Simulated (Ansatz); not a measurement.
Two isomers of C2H5BOS: A = `OC1CBS1`, B = `BCC(O)=S`.

Computed with Ansatz on PBE0-D4/def2-TZVP structures; ΔE is electronic, products minus reactants. CBS: MP2 limit from def2 TZ/QZ plus the TZ coupled-cluster correction, frozen cores. DFT in def2-TZVPP. B3LYP here is the variant with VWN-RPA as its local correlation; programs differ in this. Each species was taken in one conformer, which may not be the lowest.

**Question.** Which is lower in electronic energy at CCSD(T)/CBS, and by how much? (Best estimate.)

**Answer.** Computed: A, by 100.8 kJ/mol.

**Question.** Give E(B) − E(A) in kJ/mol with B3LYP, CCSD/def2-TZVPP, B3LYP-D4, MP2/def2-TZVPP, B2PLYP, r2SCAN-D4, PBE-D4. (An estimate is asked.)

**Answer.** Computed: B3LYP 83.8, CCSD/def2-TZVPP 99.2, B3LYP-D4 85.7, MP2/def2-TZVPP 103.2, B2PLYP 89.2, r2SCAN-D4 94.6, PBE-D4 99.8. None reverses the order clearly.

Largest T1 diagnostic: 0.016.

From PBE to PBE0 (25 % exact exchange), in def2-TZVPP and without D4, E(B) − E(A) moves by +7.9 kJ/mol. In def2-TZVPP, CCSD(T) changes the Hartree–Fock value by +20.0 kJ/mol (the triples alone add −0.4 kJ/mol) and MP2 by +24.5 kJ/mol.
